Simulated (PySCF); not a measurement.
MSe for M along the fifth-period p block

CCSD(T) with triple-zeta basis sets in PySCF, for the lowest determinant that a PBE0 search found; no spin–orbit coupling. De refers to high-spin ground-configuration atoms.

| M | basis | reference, frozen orbitals | state (unpaired electrons) | Re (Å) | ωe (cm⁻¹) | De (eV) |
| --- | --- | --- | --- | --- | --- | --- |
| Sn | def2-TZVPP | RHF, 13 | singlet (closed shell) | 2.337 | 330 | 4.52 |
| Te | x2c-TZVPPall | UHF, 27 | triplet (π ↑↑) | 2.366 | 319 | 3.01 |
| I | def2-TZVPP | UHF, 13 | doublet (π ↑) | 2.463 | 266 | 2.02 |

The shortest bond is that of SnSe (2.337 Å), the longest that of SeI (2.463 Å). SnSe is bound most strongly (4.52 eV) and SeI least (2.02 eV).

The rows differ in basis set, which adds steps of its own.

The state changes along the series, so neighbouring rows are not always alike in their bonding.

Correlated steps freeze the inner cores (13 to 27 orbitals); shallow outer-core shells are correlated. These are scalar-relativistic numbers at best; spin–orbit coupling would shift them, the dissociation energy most. Where the molecule has an RHF reference, its open-shell atoms are computed with UHF. States were picked by a PBE0 search and need not be the measured ground states.
